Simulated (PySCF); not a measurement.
PySCF job for W(OH)(H)5 (H6OW), SMILES [OH][WH5], multiplicity 1, PBE0-D3(BJ)/def2-TZVP. Geometry optimised at PBE0-D3(BJ)/def2-TZVP. The spin state was assumed, not searched. The structure was generated by enumeration; whether it is a known compound was not checked. The def2 effective core potentials stand for the cores of W; spin–orbit coupling is left out.

```python
import numpy as np
from pyscf import gto, scf, dft, df
from pyscf.hessian import thermo

mol = gto.M(
    atom='''
    W     0.16595854    0.04705534    0.00000000
    O    -1.70578918    0.05252611    0.00000000
    H    -2.39919841   -0.60916338   -0.00000003
    H     0.10562214   -1.38130121    0.82036785
    H     1.54193575   -0.92728848   -0.00000004
    H     0.10562215   -1.38130114   -0.82036798
    H     1.00569993    0.19837506    1.48393248
    H     1.00569993    0.19837519   -1.48393247
    ''',
    basis='def2-TZVP',
    ecp={'W': 'def2-tzvp'},
    charge=0,
    spin=0,
    max_memory=1600,
    verbose=3,
)
mf = dft.RKS(mol, xc='pbe0').density_fit(auxbasis='def2-universal-jkfit')
mf.disp = 'd3bj'
mf.grids.level = 3
mf.conv_tol = 1e-11
mf.max_cycle = 100
mf.kernel()

# [left out here: the lines that compute and print the analytic Hessian (its translational invariance restored by hand, since the grid's response is missing), thermochemistry and intensities]
```

Log of the run:

```
converged SCF energy = -145.799416809396

WARN: DFTD3 does not support analytical Hessian, using finite difference


WARN: Mole.unit (angstrom) is changed to Bohr

Mode                                 0                   1                   2
Irrep
Freq [cm^-1]                      255.7042            347.2388            433.5545
Reduced mass [au]                   1.0087              1.0397              1.0524
Force const [Dyne/A]                0.0389              0.0739              0.1165
Char temp [K]                     367.9014            499.5993            623.7883
Normal mode                   x     y     z       x     y     z       x     y     z
       0   W                -0.00 -0.00  0.00   -0.00 -0.00 -0.01    0.00  0.01 -0.00
       1   O                -0.00  0.00 -0.01    0.00  0.00  0.03   -0.01 -0.04  0.00
       2   H                -0.00  0.00 -0.28   -0.00  0.00  0.49    0.35 -0.41  0.00
       3   H                 0.46  0.14  0.27   -0.03  0.03  0.03   -0.39  0.04  0.00
       4   H                 0.00  0.00 -0.47    0.00  0.00  0.16   -0.31 -0.37 -0.00
       5   H                -0.46 -0.14  0.27    0.03 -0.03  0.03   -0.39  0.04 -0.00
       6   H                -0.13 -0.12  0.08   -0.50 -0.18  0.25    0.02 -0.24  0.02
       7   H                 0.13  0.12  0.08    0.50  0.18  0.25    0.02 -0.24 -0.02
Mode                                 3                   4                   5
Irrep
Freq [cm^-1]                      550.8999            655.4382            713.7107
Reduced mass [au]                   1.2558              1.8040              1.2492
Force const [Dyne/A]                0.2246              0.4566              0.3749
Char temp [K]                     792.6223            943.0296           1026.8708
Normal mode                   x     y     z       x     y     z       x     y     z
       0   W                 0.00  0.00 -0.01    0.01  0.00 -0.00   -0.00  0.01 -0.00
       1   O                 0.00 -0.00  0.11   -0.17  0.01  0.00    0.07 -0.09  0.00
       2   H                -0.00  0.00 -0.74   -0.10 -0.07 -0.00   -0.44  0.46  0.00
       3   H                -0.13  0.03  0.01    0.08  0.02  0.04   -0.16  0.06  0.04
       4   H                -0.00 -0.00  0.31    0.00  0.05  0.00    0.02  0.04  0.00
       5   H                 0.13 -0.03  0.01    0.08  0.02 -0.04   -0.16  0.06 -0.04
       6   H                -0.20  0.05  0.09    0.42 -0.09 -0.25    0.13 -0.38 -0.06
       7   H                 0.20 -0.05  0.09    0.42 -0.09  0.25    0.13 -0.38  0.06
Mode                                 6                   7                   8
Irrep
Freq [cm^-1]                      772.5364            862.0786            894.6328
Reduced mass [au]                   1.5557              1.1244              1.0094
Force const [Dyne/A]                0.5470              0.4923              0.4760
Char temp [K]                    1111.5078           1240.3391           1287.1774
Normal mode                   x     y     z       x     y     z       x     y     z
       0   W                -0.02 -0.00 -0.00   -0.01 -0.00 -0.00   -0.00 -0.00  0.00
       1   O                 0.14  0.01 -0.00    0.05  0.05  0.00    0.00  0.00  0.00
       2   H                 0.18 -0.04 -0.00    0.36 -0.27 -0.00    0.00 -0.00  0.02
       3   H                 0.02  0.00  0.04    0.18  0.02  0.03    0.28 -0.19 -0.34
       4   H                -0.13 -0.13  0.00    0.32  0.40  0.00    0.00  0.00 -0.08
       5   H                 0.02  0.00 -0.04    0.18  0.02 -0.03   -0.28  0.19 -0.34
       6   H                 0.40  0.23 -0.25    0.04 -0.42 -0.02   -0.17  0.47  0.11
       7   H                 0.40  0.23  0.25    0.04 -0.42  0.02    0.17 -0.47  0.11
Mode                                 9                  10                  11
Irrep
Freq [cm^-1]                     1018.8723           1038.7904           1076.2476
Reduced mass [au]                   1.0083              1.0096              1.0194
Force const [Dyne/A]                0.6167              0.6419              0.6957
Char temp [K]                    1465.9304           1494.5881           1548.4807
Normal mode                   x     y     z       x     y     z       x     y     z
       0   W                 0.00  0.00  0.00    0.00 -0.00 -0.00   -0.00  0.01 -0.00
       1   O                -0.00  0.00  0.00   -0.00  0.00 -0.01    0.01 -0.00 -0.00
       2   H                 0.01 -0.02 -0.00    0.00 -0.00  0.02   -0.02  0.04 -0.00
       3   H                -0.31 -0.27 -0.48    0.42 -0.03 -0.06    0.38 -0.19 -0.38
       4   H                 0.25  0.32 -0.00    0.00  0.00  0.73   -0.31 -0.38  0.00
       5   H                -0.31 -0.27  0.48   -0.42  0.03 -0.06    0.38 -0.19  0.38
       6   H                 0.08  0.09 -0.05    0.12 -0.18 -0.08    0.00 -0.19  0.02
       7   H                 0.08  0.09  0.05   -0.12  0.18 -0.08    0.00 -0.19 -0.02
Mode                                12                  13                  14
Irrep
Freq [cm^-1]                     1994.8433           1998.2134           2051.2251
Reduced mass [au]                   1.0179              1.0100              1.0142
Force const [Dyne/A]                2.3865              2.3761              2.5141
Char temp [K]                    2870.1354           2874.9842           2951.2563
Normal mode                   x     y     z       x     y     z       x     y     z
       0   W                -0.00 -0.00  0.01   -0.00 -0.00 -0.00   -0.00  0.00 -0.00
       1   O                -0.00  0.00 -0.00   -0.00  0.00  0.00   -0.01 -0.00  0.00
       2   H                -0.00  0.00 -0.01   -0.00 -0.00  0.00   -0.01 -0.01 -0.00
       3   H                 0.00 -0.05 -0.01    0.01  0.03 -0.01    0.00  0.07 -0.03
       4   H                -0.00  0.00 -0.03   -0.17  0.18  0.00    0.76 -0.59 -0.00
       5   H                -0.00  0.05 -0.01    0.01  0.03  0.01    0.00  0.07  0.03
       6   H                -0.33 -0.01 -0.61    0.34  0.03  0.59    0.10  0.01  0.13
       7   H                 0.33  0.01 -0.61    0.34  0.03 -0.59    0.10  0.01 -0.13
Mode                                15                  16                  17
Irrep
Freq [cm^-1]                     2153.2253           2161.5515           3907.6509
Reduced mass [au]                   1.0116              1.0188              1.0678
Force const [Dyne/A]                2.7634              2.8046              9.6064
Char temp [K]                    3098.0118           3109.9913           5622.2396
Normal mode                   x     y     z       x     y     z       x     y     z
       0   W                -0.00  0.00  0.00    0.00 -0.01  0.00   -0.00  0.00  0.00
       1   O                -0.00 -0.00 -0.00    0.00  0.00 -0.00    0.04  0.04 -0.00
       2   H                -0.00  0.00  0.00    0.01 -0.00 -0.00   -0.70 -0.66  0.00
       3   H                 0.00  0.61 -0.34    0.01  0.61 -0.34    0.00  0.00 -0.00
       4   H                 0.00 -0.00 -0.02   -0.05  0.07 -0.00   -0.00 -0.00 -0.00
       5   H                -0.00 -0.61 -0.34    0.01  0.61  0.34    0.00  0.00  0.00
       6   H                -0.00 -0.01 -0.04   -0.02  0.03 -0.05    0.00 -0.00 -0.00
       7   H                 0.00  0.01 -0.04   -0.02  0.03  0.05    0.00 -0.00  0.00
temperature 298.1500 [K]
pressure 101325.00 [Pa]
Rotational constants [GHz] 44.86698 7.51588 7.47936
Symmetry number 1
Zero-point energy (ZPE) 0.05214 [Eh]   136891.153 [J/mol]
                           tot       elec      trans        rot        vib
Entropy [J/mol/K]       292.589      0.000    175.187     93.599     23.803
Cv [J/mol/K]             68.410      0.000     12.472     12.472     43.467
Cp [J/mol/K]             76.724      0.000     20.786     12.472     43.467
Internal energy [J/mol]                      3718.434   3718.434 141745.440
Internal energy [Eh]   -145.74260  -145.79942
Enthalpy [J/mol]                             6197.391   3718.434 141745.440
Enthalpy [Eh]          -145.74165
Gibbs free energy [J/mol]                  -46034.494 -24188.152 134648.444
Gibbs free energy [Eh] -145.77488
mode   freq/cm-1   IR/(km/mol)
   1      255.70         0.646
   2      347.24        21.319
   3      433.55        91.089
   4      550.90        76.492
   5      655.44        76.312
   6      713.71       108.295
   7      772.54        60.376
   8      862.08        11.271
   9      894.63        24.928
  10     1018.87        32.033
  11     1038.79        71.650
  12     1076.25        99.159
  13     1994.84       186.769
  14     1998.21        89.291
  15     2051.23       113.882
  16     2153.23        33.554
  17     2161.55        19.597
  18     3907.65       176.793
max |gradient| / (hartree/bohr): 2.2601908069488672e-05
APT charges: [ 0.8476 -0.7557  0.3262 -0.0103 -0.0658 -0.0103 -0.1658 -0.1658]
```

The run converged.
